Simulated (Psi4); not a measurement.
C4H5 (SMILES [C]1=CCC1), doublet (typed; the unrestricted solution is spin-contaminated), geometry from GFN2-xTB; MP2/def2-SVPD run with Psi4 1.11.

Psi4 was given this input:
```
memory 2 GB

molecule {
0 2
C    -0.02205061   -0.68473402    0.84115130
C    -0.00826608    0.63490979    0.88350398
C     0.00201276   -0.84177276   -0.65304234
C     0.01874293    0.70825289   -0.63453241
H    -0.01290424    1.39550575    1.63691836
H    -0.88690102   -1.29361008   -1.08611356
H     0.89519009   -1.31321238   -1.05535354
H     0.92842902    1.14581919   -1.04347686
H    -0.86644785    1.16556213   -1.07445758
}

set {
  basis def2-svpd
  reference uhf
}

energy('mp2')
print_variables()
```

Problem. Predict the main parts of the log of this Psi4 run.

Solution. 
```
    SCF Algorithm Type (re)set to DF.

   => Loading Basis Set <=

    Name: DEF2-SVPD
    Role: ORBITAL
    Keyword: BASIS

         ---------------------------------------------------------
                                   SCF
               by Justin Turney, Rob Parrish, Andy Simmonett
                          and Daniel G. A. Smith
                              UHF Reference
         ---------------------------------------------------------

  ==> Geometry <==

    Molecular point group: c1
    Full point group: C1

    Geometry (in Angstrom), charge = 0, multiplicity = 2:

       Center              X                  Y                   Z               Mass
    ------------   -----------------  -----------------  -----------------  -----------------
         C           -0.020977494464    -0.664155691348     0.792093888953    12.000000000000
         C           -0.007192964464     0.655488118652     0.834446568953    12.000000000000
         C            0.003085875536    -0.821194431348    -0.702099751047    12.000000000000
         C            0.019816045536     0.728831218652    -0.683589821047    12.000000000000
         H           -0.011831124464     1.416084078652     1.587860948953     1.007825032230
         H           -0.885827904464    -1.273031751348    -1.135170971047     1.007825032230
         H            0.896263205536    -1.292634051348    -1.104410951047     1.007825032230
         H            0.929502135536     1.166397518652    -1.092534271047     1.007825032230
         H           -0.865374734464     1.186140458652    -1.123514991047     1.007825032230

  Running in c1 symmetry.

  Rotational constants: A =      0.50491  B =      0.41047  C =      0.24788 [cm^-1]
  Rotational constants: A =  15136.80520  B =  12305.55709  C =   7431.34421 [MHz]
  Nuclear repulsion =  106.576406921068823

  Charge       = 0
  Multiplicity = 2
  Electrons    = 29
  Nalpha       = 15
  Nbeta        = 14

  ==> Algorithm <==

  SCF Algorithm Type is DF.
  DIIS enabled.
  MOM disabled.
  Fractional occupation disabled.
  Guess Type is SAD.
  Energy threshold   = 1.00e-08
  Density threshold  = 1.00e-08
  Integral threshold = 1.00e-12

  ==> Primary Basis <==

  Basis Set: DEF2-SVPD
    Blend: DEF2-SVPD
    Number of shells: 52
    Number of basis functions: 120
    Number of Cartesian functions: 128
    Spherical Harmonics?: true
    Max angular momentum: 2

   => Loading Basis Set <=

    Name: (DEF2-SVPD AUX)
    Role: JKFIT
    Keyword: DF_BASIS_SCF

  ==> Integral Setup <==

  SCF_SUBTYPE=INCORE selected. In-core MEM_DF algorithm will be used.
  Using in-core AOs.

  ==> MemDFJK: Density-Fitted J/K Matrices <==

    J tasked:                   Yes
    K tasked:                   Yes
    wK tasked:                   No
    Algorithm:                 Core
    Schwarz Cutoff:           1E-12
    Mask sparsity (%):       0.0139
    Fitting Condition:        1E-10

   => Auxiliary Basis Set <=

  Basis Set: (DEF2-SVPD AUX)
    Blend: DEF2-UNIVERSAL-JKFIT
    Number of shells: 130
    Number of basis functions: 390
    Number of Cartesian functions: 456
    Spherical Harmonics?: true
    Max angular momentum: 4

  Minimum eigenvalue in the overlap matrix is 6.0809878688E-05.
  Reciprocal condition number of the overlap matrix is 5.6500081535E-06.
    Using symmetric orthogonalization.

  ==> Pre-Iterations <==

  SCF Guess: Superposition of Atomic Densities via on-the-fly atomic UHF (no occupation information).

   -------------------------
    Irrep   Nso     Nmo
   -------------------------
     A        120     120
   -------------------------
    Total     120     120
   -------------------------

  ==> Iterations <==

                           Total Energy        Delta E     RMS |[F,P]|

   @DF-UHF iter SAD:  -153.75349694272131   -1.53753e+02   0.00000e+00
   @DF-UHF iter   1:  -154.04753800905240   -2.94041e-01   2.94803e-03 DIIS/ADIIS
   @DF-UHF iter   2:  -154.12367025124101   -7.61322e-02   1.28579e-03 DIIS/ADIIS
   @DF-UHF iter   3:  -154.13785929131501   -1.41890e-02   3.76795e-04 DIIS/ADIIS
   @DF-UHF iter   4:  -154.14048905448462   -2.62976e-03   1.39142e-04 DIIS/ADIIS
   @DF-UHF iter   5:  -154.14106292561763   -5.73871e-04   1.07336e-04 DIIS/ADIIS
   @DF-UHF iter   6:  -154.14158739601652   -5.24470e-04   9.26505e-05 DIIS
   @DF-UHF iter   7:  -154.14226581551492   -6.78419e-04   8.38089e-05 DIIS
   @DF-UHF iter   8:  -154.14313774811868   -8.71933e-04   7.14342e-05 DIIS
   @DF-UHF iter   9:  -154.14436506149343   -1.22731e-03   2.68300e-05 DIIS
   @DF-UHF iter  10:  -154.14439080721786   -2.57457e-05   1.16750e-05 DIIS
   @DF-UHF iter  11:  -154.14440388735994   -1.30801e-05   5.15177e-06 DIIS
   @DF-UHF iter  12:  -154.14440428409995   -3.96740e-07   3.33667e-06 DIIS
   @DF-UHF iter  13:  -154.14440515894384   -8.74844e-07   1.44242e-06 DIIS
   @DF-UHF iter  14:  -154.14440538774704   -2.28803e-07   3.36512e-07 DIIS
   @DF-UHF iter  15:  -154.14440539199566   -4.24862e-09   1.56621e-07 DIIS
   @DF-UHF iter  16:  -154.14440539349667   -1.50101e-09   6.10056e-08 DIIS
   @DF-UHF iter  17:  -154.14440539366197   -1.65301e-10   2.98460e-08 DIIS
   @DF-UHF iter  18:  -154.14440539372376   -6.17888e-11   1.06048e-08 DIIS
   @DF-UHF iter  19:  -154.14440539372885   -5.08749e-12   3.04173e-09 DIIS
  Energy and wave function converged.

  ==> Post-Iterations <==

   @Spin Contamination Metric:   1.896041923E-01
   @S^2 Expected:                7.500000000E-01
   @S^2 Observed:                9.396041923E-01
   @S   Expected:                5.000000000E-01
   @S   Observed:                5.000000000E-01

    Orbital Energies [Eh]
    ---------------------

    Alpha Occupied:

[...]
    Alpha Virtual:

[...]
    Beta Occupied:

[...]
    Beta Virtual:

[...]
     120A      3.689947

    Final Occupation by Irrep:
              A
    DOCC [    14 ]
    SOCC [     1 ]
    NA   [    15 ]
    NB   [    14 ]

  @DF-UHF Final Energy:  -154.14440539372885

   => Energetics <=

    Nuclear Repulsion Energy =            106.5764069210688234
    One-Electron Energy =                -417.6372807806868082
    Two-Electron Energy =                 156.9164684658891247
    Total Energy =                       -154.1444053937288459

  UHF NO Occupations:
  HONO-2 :   13  A 1.9976013
  HONO-1 :   14  A 1.9055488
  HONO-0 :   15  A 1.0000000
  LUNO+0 :   16  A 0.0944512
  LUNO+1 :   17  A 0.0023987
  LUNO+2 :   18  A 0.0012643
  LUNO+3 :   19  A 0.0004872

Computation Completed

Properties will be evaluated at   0.000000,   0.000000,   0.000000 [a0]

Properties computed using the SCF density matrix

 Multipole Moments:

 ------------------------------------------------------------------------------------
     Multipole            Electronic (a.u.)      Nuclear  (a.u.)        Total (a.u.)
 ------------------------------------------------------------------------------------

 L = 1.  Multiply by 2.5417464519 to convert [e a0] to [Debye]
 Dipole X            :         -0.0502830            0.0588089            0.0085260
 Dipole Y            :         -0.8698230            1.1277348            0.2579118
 Dipole Z            :          2.3588499           -2.6884471           -0.3295972
 Magnitude           :                                                    0.4185995

 ------------------------------------------------------------------------------------

  //>>>>>>>>>>>>>>>>>>>>>>>>>>>>>>>>>>>//
  //               DFMP2               //
  //<<<<<<<<<<<<<<<<<<<<<<<<<<<<<<<<<<<//

   => Loading Basis Set <=

    Name: (DEF2-SVPD AUX)
    Role: RIFIT
    Keyword: DF_BASIS_MP2

	 --------------------------------------------------------
	                          DF-MP2
	      2nd-Order Density-Fitted Moller-Plesset Theory

	        Rob Parrish, Justin Turney, Andy Simmonett,
	           Ed Hohenstein, and C. David Sherrill
	 --------------------------------------------------------

	 --------------------------------------------------------
	                 NBF =   120, NAUX =   371
	 --------------------------------------------------------
	   CLASS    FOCC     OCC    AOCC    AVIR     VIR    FVIR
	   ALPHA       0      15      15     105     105       0
	    BETA       0      14      14     106     106       0
	 --------------------------------------------------------

	-----------------------------------------------------------
	 ==================> DF-MP2 Energies <====================
	-----------------------------------------------------------
	 Reference Energy          =    -154.1444053937288459 [Eh]
	 Singles Energy            =      -0.0000000000000000 [Eh]
	 Same-Spin Energy          =      -0.1316052810825816 [Eh]
	 Opposite-Spin Energy      =      -0.3993618660755119 [Eh]
	 Correlation Energy        =      -0.5309671471580935 [Eh]
	 Total Energy              =    -154.6753725408869400 [Eh]
	-----------------------------------------------------------
	 ================> DF-SCS-MP2 Energies <==================
	-----------------------------------------------------------
	 SCS Same-Spin Scale       =       0.3333333333333333 [-]
	 SCS Opposite-Spin Scale   =       1.2000000000000000 [-]
	 SCS Same-Spin Energy      =      -0.0438684270275272 [Eh]
	 SCS Opposite-Spin Energy  =      -0.4792342392906143 [Eh]
	 SCS Correlation Energy    =      -0.5231026663181415 [Eh]
	 SCS Total Energy          =    -154.6675080600469983 [Eh]
	-----------------------------------------------------------

  Variable Map:
  ----------------------------------------------------------------------------
[...]
  Array Variable Map:
  ----------------------------------------------------------------------------
[...]
[...]
```
